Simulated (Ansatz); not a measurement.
Cost and result for the atomization energy of `C[B](C)[GaH2]` (12 atoms, 11 bonds).

```json
{"atom": "C1", "x (Å)": "1.1990", "y (Å)": "-0.5595", "z (Å)": "0.8630"}
{"atom": "B2", "x (Å)": "0.0193", "y (Å)": "-0.0167", "z (Å)": "-0.0113"}
{"atom": "C3", "x (Å)": "-0.0469", "y (Å)": "-0.4335", "z (Å)": "-1.5189"}
{"atom": "Ga4", "x (Å)": "-1.4371", "y (Å)": "1.2385", "z (Å)": "0.8178"}
{"atom": "H5", "x (Å)": "1.5087", "y (Å)": "0.0624", "z (Å)": "1.7054"}
{"atom": "H6", "x (Å)": "0.8051", "y (Å)": "-1.4894", "z (Å)": "1.3059"}
{"atom": "H7", "x (Å)": "2.0806", "y (Å)": "-0.8514", "z (Å)": "0.2824"}
{"atom": "H8", "x (Å)": "-1.0391", "y (Å)": "-0.4648", "z (Å)": "-1.9739"}
{"atom": "H9", "x (Å)": "0.5000", "y (Å)": "0.3653", "z (Å)": "-2.0471"}
{"atom": "H10", "x (Å)": "0.4862", "y (Å)": "-1.3634", "z (Å)": "-1.7434"}
{"atom": "H11", "x (Å)": "-1.3620", "y (Å)": "2.8168", "z (Å)": "0.7420"}
{"atom": "H12", "x (Å)": "-2.7137", "y (Å)": "0.6957", "z (Å)": "1.5781"}
```

The species carries charge 0 and has multiplicity 1. Correlated methods include outer-core shells of Ga, which these sets cover unevenly. Scalar relativity is left out up to krypton. Geometry: relaxed with PBE0-D4/def2-TZVP. Program: Ansatz. All runs use 4 threads of an AMD EPYC 9R14 on a shared host. Times are those of one run each, without the atoms' runs, and a repeat can differ threefold. Electronic energies, without spin–orbit coupling; frozen cores. CCSD(T)/CBS adds CCSD(T) − MP2 in def2-TZVPP to the MP2 limit, and its time is that of the two runs behind it. T1 = 0.012. With those shells the extrapolation isn't a true limit. HSE06 is the plane-wave form, built on full-range PBE exchange.

CCSD(T)/CBS is a level of theory with its own doubt, some kJ/mol a heavy atom from the limit and from the frozen cores, so smaller differences don't rank the functionals.

| level | functions | wall time |
| --- | --- | --- |
| PBE-D4/def2-TZVPP (with forces) | 253 | 1.7 s |
| PBE0-D4/def2-TZVPP | 253 | 1.9 s |
| BHLYP-D4/def2-TZVPP | 253 | 2.1 s |
| HSE06-D4/def2-TZVPP | 253 | 2.2 s |
| r2SCAN-D4/def2-TZVPP (with forces) | 253 | 2.7 s |
| B2PLYP/def2-TZVPP | 253 | 3.4 s |
| CCSD(T)/def2-SVP | 114 | 4.4 s |
| ωB97X-V/def2-TZVPP | 253 | 4.6 s |
| B97M-V/def2-TZVPP | 253 | 5.5 s |
| ωB97M-V/def2-TZVPP (with forces) | 253 | 7 s |
| MP2/def2-QZVPP | 500 | 15 s |
| CCSD(T)/def2-TZVPP | 253 | 89 s |
| CCSD(T)/CBS(def2) | – | 100 s |

(1) What atomization energy does each give, and how far from CCSD(T)/CBS? (Best estimate.)

Answers

(1) Computed: 
```
                             level  atomization (kJ/mol)  difference from CCSD(T)/CBS  per bond
   PBE-D4/def2-TZVPP (with forces)                4131.8                         46.5       4.2
                PBE0-D4/def2-TZVPP                4106.0                         20.7       1.9
               BHLYP-D4/def2-TZVPP                4030.2                        -55.1      -5.0
               HSE06-D4/def2-TZVPP                4107.6                         22.3       2.0
r2SCAN-D4/def2-TZVPP (with forces)                4117.9                         32.6       3.0
                 B2PLYP/def2-TZVPP                4050.4                        -34.9      -3.2
                  CCSD(T)/def2-SVP                3922.1                       -163.2     -14.8
                ωB97X-V/def2-TZVPP                4102.8                         17.5       1.6
                 B97M-V/def2-TZVPP                4128.1                         42.8       3.9
  ωB97M-V/def2-TZVPP (with forces)                4097.4                         12.1       1.1
                    MP2/def2-QZVPP                4072.3                        -13.0      -1.2
                CCSD(T)/def2-TZVPP                4013.6                        -71.7      -6.5
                 CCSD(T)/CBS(def2)                4085.3                          0.0       0.0
```

Leaving LDA and LC-ωPBE aside and taking each functional with its dispersion term where it has one, the values spread over 101.6 kJ/mol, from BHLYP-D4 to PBE-D4. LDA lies +486.5 kJ/mol from PBE without D4, its usual overbinding. From r2SCAN to r2SCAN0 (25 % exact exchange), in def2-TZVPP and without D4, the atomization energy moves by −30.7 kJ/mol: exact exchange takes away binding that semilocal exchange gives to molecules. In def2-TZVPP, CCSD(T) changes the Hartree–Fock value by +867.8 kJ/mol (the triples alone add +40.1 kJ/mol) and MP2 by +884.5 kJ/mol; breaking electron pairs costs correlation energy, which Hartree–Fock lacks.
